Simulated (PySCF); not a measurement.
## [Ce(OH)3(NH3)]+ at several levels of theory

Computed with PySCF 2.14.0 (density fitting, no spin-orbit coupling) at the geometry relaxed with PBE0:

```xyz
11
[Ce(OH)3(NH3)]+ (singlet)
Ce    0.0479   -0.0898    0.1434
O     1.1961    1.1779    1.2287
H     1.8100    1.6237    1.8232
O    -1.2715   -1.1333    1.2722
H    -1.7408   -1.7098    1.8854
O     1.1379   -1.2670   -1.0936
H     1.7272   -1.8968   -1.5237
N    -1.3638    1.3937   -1.3818
H    -1.9857    2.0311   -0.8726
H    -0.8078    1.9983   -1.9964
H    -1.9793    0.8675   -2.0116
```

```
level                                                          basis    state  HOMO (eV)  gap (eV)  charge on Ce1 (e)  population of f-type functions on Ce1 (polarisation alone where 4f lies in the core)  dipole about the centre of mass (D)  largest force component (eV/Å)
 PBE0  Ce lcecp-2-SVP with ECP46, O def2-SVP, H def2-SVP, N def2-SVP  singlet          –         –               1.58                                                                                  0.19                                 4.38                            0.02
M06-L                                                       the same  singlet          –         –               1.68                                                                                  0.17                                 4.31                            0.27
  PBE                                                       the same  singlet          –         –               1.34                                                                                  0.18                                 4.22                            0.36
```

In the lcecp rows the 4f levels are missing from HOMO and gap, and the state counts the valence alone.

Charges are Mulliken's, which hang on the basis. The relaxation used the grid (50, 194), these runs (75, 302) or, all-electron (x2c bases, spin-free X2C Hamiltonian), (99, 590).

Question: What does PBE0 with Ce lcecp-2-TZVP with ECP46, O def2-TZVP, H def2-TZVP, N def2-TZVP give here?

Answer: state singlet, charge on Ce1 (e) 1.94, population of f-type functions on Ce1 (polarisation alone where 4f lies in the core) 0.21, dipole about the centre of mass (D) 4.55, largest force component (eV/Å) 0.28. Time: 22 s on 2 threads of Arm Neoverse V2 (shared host), from free ions and atoms.
